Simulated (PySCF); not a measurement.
Job for PySCF: R-HF/STO-3G on BrClH2 (a complex), monomers drawn apart or pushed together.

```python
from pyscf import gto, scf, dft, mp
from pyscf.data.elements import chemcore

mol = gto.M(
    atom='''
    Cl    0.53481538   -0.46597293   -0.22561594
    H     0.80026747    0.78567606   -0.12357310
    Br    0.20076545   -0.31701231    3.43672010
    H     0.27874729   -0.59972184    2.03662728
    ''',
    basis='sto-3g',
    charge=0, spin=0, verbose=3, max_memory=1800)
mf = scf.RHF(mol)
mf.conv_tol = 1e-8
mf.max_cycle = 100
mf.kernel()
if not mf.converged:
    mf = mf.newton().run(mf.mo_coeff, mf.mo_occ)
```

Task: What total energy does the run end on?

Result: -3000.3622 hartree.
